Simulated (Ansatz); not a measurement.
`[BH2][GeH2][CH2][SiH3]` → `C[BH][GeH2][SiH3]`  (isomerisation)

Isolated molecules relaxed with PBE0-D4/def2-TZVP in Ansatz; ΔE leaves out vibrations. CCSD(T)/CBS is the MP2 limit (def2-TZVPP, def2-QZVPP) plus CCSD(T) − MP2 in def2-TZVPP, frozen cores. DFT in def2-TZVPP. B3LYP here is the variant with VWN-RPA as its local correlation; programs differ in this. For Ge outer-core shells are correlated without core-valence functions, which leaves a few kJ/mol of doubt a bond. Scalar relativity is left out up to krypton. Each species was taken in one conformer, which may not be the lowest.

Question: Is it downhill or uphill in electronic energy at CCSD(T)/CBS, and by how much? (Estimate.)

Answer: Computed: Downhill: ΔE = -45.9 kJ/mol.

Question: What do these levels give: B3LYP-D4, B2PLYP, r2SCAN, SCS-MP2/def2-TZVPP, CCSD(T)/def2-TZVPP, CCSD/CBS(def2)? (Estimate.)

Answer: Computed: B3LYP-D4 -54.7, B2PLYP -50.7, r2SCAN -60.3, SCS-MP2/def2-TZVPP -37.6, CCSD(T)/def2-TZVPP -44.3, CCSD/CBS(def2) -45.0 kJ/mol.

Largest T1 diagnostic among the species: 0.012.

From PBE to PBE0 (25 % exact exchange), in def2-TZVPP and without D4, ΔE moves by +6.0 kJ/mol. The D4 term adds +3.3 kJ/mol with B3LYP and +1.7 kJ/mol with PBE0; it sums over pairs of atoms, weighted by their polarisabilities, and B3LYP, whose exchange is more repulsive, gets the larger term.
